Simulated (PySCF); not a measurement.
2-fluoro-2-methylpropane (C4H9F), SMILES C(F)(C)(C)C. Geometry optimised at PBE0-D3(BJ)/def2-SVP.

The numbers are results of PBE0-D3(BJ)/def2-SVP in PySCF, not measurements.

Harmonic wavenumbers (cm⁻¹): 193, 256, 256, 337, 337, 408, 465, 465, 777, 923, 923, 938, 947, 1035, 1035, 1242, 1281, 1282, 1389, 1389, 1401, 1435, 1453, 1453, 1468, 1468, 1491, 3062, 3062, 3067, 3164, 3164, 3165, 3168, 3168, 3171. Rotational constants (GHz): 4.747, 4.747, 4.534; symmetry number 3.

**Question.** Work out the zero-point energy and the ideal-gas rigid-rotor harmonic-oscillator thermochemistry at 298.15 K and 1 atm.

**Answer.** ZPE = ½ Σ hcν = ½ × 54237 cm⁻¹ = 77.54 kcal/mol. H − E(el) = 82.11 kcal/mol. Entropy in cal/(mol K): translation 38.90, rotation 23.37, vibration 11.58, total 73.86. G − E(el) = 60.09 kcal/mol. Cp = 25.15 cal/(mol K).
